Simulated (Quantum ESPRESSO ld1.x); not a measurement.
Q: Radial electron density D(r) = 4 pi r^2 rho(r) of an atom or ion with 50 electrons. Calculated with ld1.x of Quantum ESPRESSO 7.5: non-relativistic Kohn-Sham, LDA (Slater exchange, VWN5 correlation), spin-polarised, spherical densities, point nucleus.

| r (bohr) | D(r) (e/bohr) | spin D(r) |
|---|---|---|
| 0.00127 | 1.960 | -0.00000607 |
| 0.001749 | 3.529 | -0.00000969 |
| 0.002389 | 6.147 | -0.0000127 |
| 0.00329 | 10.58 | -0.00000717 |
| 0.004494 | 17.34 | 0.0000362 |
| 0.006189 | 27.41 | 0.000221 |
| 0.008455 | 40.13 | 0.000832 |
| 0.01155 | 53.90 | 0.00266 |
| 0.01591 | 64.91 | 0.00783 |
| 0.02173 | 67.92 | 0.0200 |
| 0.02993 | 63.12 | 0.0453 |
| 0.04089 | 60.41 | 0.0827 |
| 0.0563 | 71.39 | 0.112 |
| 0.07692 | 87.48 | 0.0860 |
| 0.1051 | 84.59 | 0.00545 |
| 0.1447 | 67.62 | 0.0206 |
| 0.1977 | 70.80 | 0.197 |
| 0.2723 | 72.35 | 0.161 |
| 0.372 | 41.59 | 0.00340 |
| 0.5122 | 25.24 | 0.405 |
| 0.6998 | 29.71 | 0.355 |
| 0.956 | 19.03 | 0.000519 |
| 1.317 | 6.378 | 1.23 |
| 1.799 | 2.269 | 1.67 |
| 2.477 | 0.8179 | 0.796 |
| 3.384 | 0.9072 | 0.907 |
| 4.66 | 0.4617 | 0.462 |
| 6.366 | 0.04232 | 0.0423 |
| 8.697 | 0.0005122 | 0.000512 |

What is the nuclear charge?

A: Z = 54. The innermost maximum, from 1s, lies near 1/Z = 0.0185 bohr (found: 0.0205), and its height grows with Z. The density is that of the xenon ion Xe4+ in [Kr] 4d10 5p2 6p2; the configuration itself is not fixed sharply by these data, and Z only to a few units. D(r) has 5 maxima, at r = 0.0205, 0.0867, 0.240, 0.683, 3.47 bohr, and minima at 0.0384, 0.162, 0.500, 2.68 bohr, inside which lie 2.00, 11.41, 28.99, 48.12 electrons.
